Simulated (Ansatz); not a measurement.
Species: sum formula HBO (charge 0, singlet). 
Coordinates optimised at B3LYP-D3(BJ)/def2-TZVP (Ansatz, an electronic-structure program):
```xyz
3

B     -0.2509    -0.5836    -0.6006
O      0.0479     0.2685     0.3281
H      0.8717     0.7704     0.3784
```
Charge 0, spin multiplicity 1.

Parts of the frozen-core correlation energy in STO-3G (Ansatz, hartree). Frozen orbitals: 2; correlated occupied orbitals by spin: 5 and 5; virtual: 4 and 4. No spin-orbit coupling. No relativistic terms. The restricted reference is unstable.

```csv
term,value
reference (HF),-98.71310
MP2 opposite-spin,[?]
MP2 same-spin,[?]
CCSD correlation,[?]
(T),-0.00493
FCI minus CCSD(T),-0.00046
T1 diagnostic,0.022
largest doubles amplitude,0.144
```

### Question
Complete the blanks.

### Answer

- MP2 opposite-spin, value: -0.06214
- MP2 same-spin, value: -0.01428
- CCSD correlation, value: -0.09848
